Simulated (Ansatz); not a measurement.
Correlation energies of CH$_{6}$MgO$_{2}$Si (`C[O][Mg][O][SiH3]`) by basis set

| atom | x (Å) | y (Å) | z (Å) |
| --- | --- | --- | --- |
| C1 | 0.104 | 1.409 | 2.947 |
| O2 | 0.059 | 0.814 | 1.706 |
| Mg3 | 0.006 | 0.062 | 0.125 |
| O4 | -0.050 | -0.707 | -1.489 |
| Si5 | -0.104 | -1.406 | -2.940 |
| H6 | 0.669 | 0.803 | 3.669 |
| H7 | 0.584 | 2.397 | 2.907 |
| H8 | -0.903 | 1.555 | 3.364 |
| H9 | -1.512 | -1.626 | -3.386 |
| H10 | 0.569 | -0.566 | -3.974 |
| H11 | 0.576 | -2.735 | -2.929 |

Total charge 0; spin multiplicity 1. Correlated methods include outer-core shells of Mg, which these sets cover unevenly. Geometry: relaxed with PBE0-D4/def2-TZVP. It is one conformer, not always the lowest. Frozen core, restricted reference, Ansatz. CBS rows extrapolate triple and quadruple zeta; past MP2 they add the triple-zeta difference. For Mg the program correlates outer-core shells too, which these sets cover unevenly, so the extrapolated numbers aren't a true limit.

| basis | HF (Eh) | MP2 corr. |
| --- | --- | --- |
| def2-SVP | -679.44399 | -0.64836 |
| def2-TZVPP | -679.84921 | -0.97597 |
| def2-QZVPP | -679.87878 | -1.07757 |

(1) Estimate the CCSD correlation energy and the (T) correction in each basis where they were run (hartree).

## Answers

(1) 
```
     basis  CCSD corr.       (T)
  def2-SVP    -0.69123  -0.01527
def2-TZVPP    -1.01463  -0.03022
 CBS(def2)    -1.19148     as TZ
```
